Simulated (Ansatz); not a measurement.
System: Al2, charge 0, triplet. Al2 (SMILES [Al][Al], triplet).
B3LYP-D3(BJ)/def2-TZVP minimum from Ansatz (a first-principles code):
```xyz
2

Al     0.0000     0.0000    -1.3777
Al     0.0000     0.0000     1.3777
```
Charge 0, spin multiplicity 3.

Total energies in cc-pV(T+d)Z, 6 correlated electrons, 10 frozen orbitals. Radicals and triplets start from unrestricted determinants; spin-orbit coupling is neglected. Correlated methods leave the cores frozen. No relativity. The UHF reference of Al2 ([Al][Al], triplet) is spin-contaminated (<S^2> up to 0.04 over the pure value in the sets run).

| method | program | energy (Eh) | minus CCSDT(Q) (mEh) |
|---|---|---|---|
| HF | Ansatz | -483.78772 | 127.37 |
| MP2 | Ansatz | -483.87897 | 36.12 |
| CCSD | Ansatz | -483.90663 | 8.46 |
| CCSD(T) | Ansatz | -483.91296 | 2.13 |
| CCSDT(Q) | Ansatz | -483.91509 | 0.00 |

Rough core times of Ansatz's runs on a shared machine: CCSD(T) 40 s, CCSDT(Q) 2 min.
